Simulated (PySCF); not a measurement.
# Spinor energies of In³⁷⁺ (indium, charge +37)

Start: [Ne] 3s2. Calculated with PySCF 2.14 in an even-tempered Gaussian basis (18 s from 7.3 bohr⁻², ratio 2.4; 13 p from 9.5 bohr⁻², ratio 2.4; 4 d from 32 bohr⁻², ratio 2.6; 4 f from 48 bohr⁻², ratio 2.6): generalised Hartree-Fock with the X2C-1e Hamiltonian and a Gaussian nucleus; one run each with spin-orbit coupling (SO) switched off, then screened by Boettger's factors.

```
spinor shell  electrons  ε, spin-free (eV)  ε, screened SO (eV)  weight of nominal j (screened SO)  rms radius, screened SO (bohr)
       1s1/2          2           -30341.0             -30339.4                              1.000                          0.0340
       2s1/2          2            -6421.2              -6420.8                              1.000                           0.136
       2p1/2          2            -5991.5              -6143.0                              1.000                           0.118
       3s1/2          2            -2549.2              -2549.1                              1.000                           0.328
```

(1) Where does 2p3/2 lie, and what is the 2p spin-orbit splitting (screened SO)?

```csv
quantity,spin-free,screened SO
E (hartree),-4703.10286,-4704.17798
M_J,0,0
⟨J²⟩,0.000,0.000
⟨L²⟩,0.000,0.006
⟨S²⟩,0.000,0.006
```

Breit and QED terms are absent; they matter most for the inner s and p1/2 levels.

Densities and radii are taken from the X2C orbitals without a picture-change correction, which distorts them close to the nucleus.

Without spin-orbit coupling the j labels of p, d and f shells carry no meaning; the spin-free column gives the mean over the occupied spinors of each nl shell.

## Answers

(1) At -5922.5 eV, 220.44 eV above 2p1/2.
